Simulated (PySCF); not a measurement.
Sb(Cl)2(OMe) (CH3Cl2OSb), SMILES C[O][Sb]([Cl])[Cl]. Geometry optimised at B3LYP-D3(BJ)/def2-SVP. The def2 effective core potentials stand for the cores of Sb; spin–orbit coupling is left out. Other conformers were not sampled.

Calculation: B3LYP-D3(BJ)/def2-SVP run with PySCF 2.14.0.

Harmonic wavenumbers (cm⁻¹): 81, 110, 116, 136, 201, 292, 345, 357, 552, 1079, 1167, 1177, 1456, 1462, 1480, 3005, 3086, 3112. Rotational constants (GHz): 1.686, 1.450, 1.231; symmetry number 1.

Question: Work out the zero-point energy and the ideal-gas rigid-rotor harmonic-oscillator thermochemistry at 298.15 K and 1 atm.

Answer: ZPE = ½ Σ hcν = ½ × 19214 cm⁻¹ = 114.93 kJ/mol. H − E(el) = 137.55 kJ/mol. Entropy in J/(mol K): translation 176.22, rotation 121.58, vibration 82.92, total 380.73. G − E(el) = 24.04 kJ/mol. Cp = 102.56 J/(mol K). Modes under 150 cm⁻¹ make the vibrational entropy uncertain.
